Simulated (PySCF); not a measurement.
System: C2ClF2, net charge 0, doublet state. It need not be the lowest isomer of its formula. 
Coordinates optimised at B3LYP-D3(BJ)/def2-TZVP (Ansatz):
```xyz
5

C      0.4643    -0.4824     0.0166
C     -0.8287    -0.2963     0.0617
F     -1.7111    -1.2730     0.1796
F     -1.4431     0.8795    -0.0027
Cl     1.7985     0.4831    -0.1213
```
Charge 0, spin multiplicity 2.

Dispersion corrections to the total energy (kcal/mol) from the dftd3 and dftd4 libraries through PySCF: D3(BJ) without and D4 with the three-body term, each with the damping fitted for the functional named.

```json
[
 {"functional": "PBE0", "D3(BJ)": "-1.74", "D4": "-1.83"},
 {"functional": "BP86", "D3(BJ)": "-3.31", "D4": "-2.91"},
 {"functional": "B2PLYP", "D3(BJ)": "-1.69", "D4": "-1.53"},
 {"functional": "TPSSh", "D3(BJ)": "-2.35", "D4": "(withheld)"},
 {"functional": "B3LYP", "D3(BJ)": "-3.63", "D4": "-3.56"},
 {"functional": "CAM-B3LYP", "D3(BJ)": "(withheld)", "D4": "-1.84"},
 {"functional": "BHLYP", "D3(BJ)": "(withheld)", "D4": "-2.57"}
]
```

Q: Some entries are withheld; supply them.

A: 
- TPSSh, D4: -2.69
- CAM-B3LYP, D3(BJ): -1.59
- BHLYP, D3(BJ): -2.88
